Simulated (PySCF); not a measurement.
B(Me)2(Ph), C8H11B, SMILES CB(C)c1ccccc1 at its GFN2-xTB optimised geometry (Å):

```
20

B     -1.8320     0.0009     0.0000
C     -2.6298    -1.3613     0.0001
H     -2.1106    -2.1749    -0.5015
H     -3.6221    -1.2731    -0.4371
H     -2.7790    -1.6770     1.0340
C     -2.6294     1.3634     0.0000
H     -2.1120     2.1749     0.5068
H     -3.6239     1.2746     0.4319
H     -2.7727     1.6826    -1.0336
C     -0.2693     0.0009     0.0000
C      0.4635     1.0711    -0.5251
C      1.8456     1.0701    -0.5368
C      2.5433     0.0009     0.0001
C      1.8456    -1.0683     0.5369
C      0.4634    -1.0693     0.5252
H     -0.0656     1.9138    -0.9466
H      2.3834     1.9073    -0.9592
H      3.6239     0.0009     0.0001
H      2.3834    -1.9055     0.9594
H     -0.0656    -1.9120     0.9467
```

Calculation: PBE0/def2-SVP (PySCF 2.14.0). Cells within 0.4 Å of a nucleus heavier than hydrogen are left out (blank, or x).

Map of the LUMO amplitude (bohr^(-3/2)) on the plane z = 0.8 Å; orbital energy -1.22 eV, overall sign arbitrary:

```
|66666666666666666666666666666|
|66666666666666666666666666666|
|66666666666666666666666666666|
|66666666666666666666666666666|
|66666666666666666666666666666|
|66666666666666666666666666666|
|66666666666666666666666666666|
|66666666666666666666666666666|
|66666666777666666666666666666|
|66666666777666677766666666666|
|66666777766666677766655666666|
|66666776655555677765555566666|
|66666666543344566664444556666|
|66666665421123456653234556666|
|66666655310123467653234556666|
|66666655321234798765445566666|
|666666665434568x98x7656666666|
|666666777655567x77x7666666666|
|66666679976566665556666666666|
|66666678876666555556666666666|
|66666677766666555566666666666|
|66666666666666666666666666666|
|66666666666666666666666666666|
|66666666666666666666666666666|
|66666666666666666666666666666|
|66666666666666666666666666666|
|66666666666666666666666666666|
|66666666666666666666666666666|
|66666666666666666666666666666|
```
Scale: ten equal steps from -0.137 (start of '0') to 0.080 (end of '9'), in the order '0123456789'; x runs from -6.00 to 6.00, y from -6.00 (bottom) to 6.00 (top).
